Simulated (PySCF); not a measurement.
A GIAO shielding run with PySCF 2.14 (density fitting, non-relativistic, gas phase) on `[SiH2]1N(C2CCC2)[SiH2]CC1`, C$_{6}$H$_{15}$NSi$_{2}$:

```
$ OMP_NUM_THREADS=1 python probes_run.py task.json out

{"job": {"kind": "nmr", "xc": "PBE0", "basis": "pcSseg-1"}, "charge": 0, "multiplicity": 1}
C     -3.134521    -0.239489     0.249249
C     -1.996005    -0.329742     1.274803
C     -1.135407     0.552672     0.353573
N      0.239942     0.189343     0.161049
Si     1.040903     0.463874    -1.357311
C      2.830079     0.238733    -0.763381
C      2.824851    -0.640979     0.489738
Si     1.259801    -0.260047     1.493644
C     -2.123050     0.263823    -0.789897
H     -3.645862    -1.170168     0.013602
H     -3.872971     0.515770     0.511330
H     -2.189993     0.053550     2.274082
H     -1.590409    -1.335097     1.347177
H     -1.202255     1.605113     0.661418
H      0.644262    -0.530800    -2.365382
H      0.768548     1.813478    -1.867286
H      3.474653    -0.183917    -1.533581
H      3.250020     1.214075    -0.514425
H      3.736721    -0.501132     1.069713
H      2.810981    -1.689500     0.189980
H      1.429601     0.849461     2.445058
H      0.746342    -1.433849     2.208152
H     -1.760138    -0.535912    -1.429695
H     -2.417828     1.110507    -1.405488
```

Hardware: 1 thread of an Arm Neoverse V1, shared host. The job also computes population analyses, field gradients, ring-centre shieldings.

Q: How large is the calculation?

A: 86 electrons, 242 basis functions and 1294 auxiliary functions.

Q: How long does it take, and how much memory does it need?

A: 78 s of wall time, with 12 SCF cycles and 4 response iterations; peak memory 1.1 GiB. Times on a shared host scatter by some tens of per cent.
